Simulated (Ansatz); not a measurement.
GaH₅Si, SMILES `[SiH3][GaH2]`. The species carries charge 0 and has multiplicity 1.

Cartesian coordinates in Å:
```
Si 0.124 -0.797 -0.649
Ga -0.198 1.070 0.848
H 0.679 -0.358 -1.960
H -1.130 -1.556 -0.909
H 1.107 -1.741 -0.042
H 0.885 2.206 0.941
H -1.467 1.176 1.770
```

(1) What are the harmonic wavenumbers in cm⁻¹ at PBE0-D4/def2-TZVP (Ansatz, finite differences of forces, unscaled)? (Best estimate.)

Results:

(1) Computed: 22i, 318, 331, 377, 541, 594, 746, 869, 933, 943, 1952, 1957, 2195, 2209, 2218.
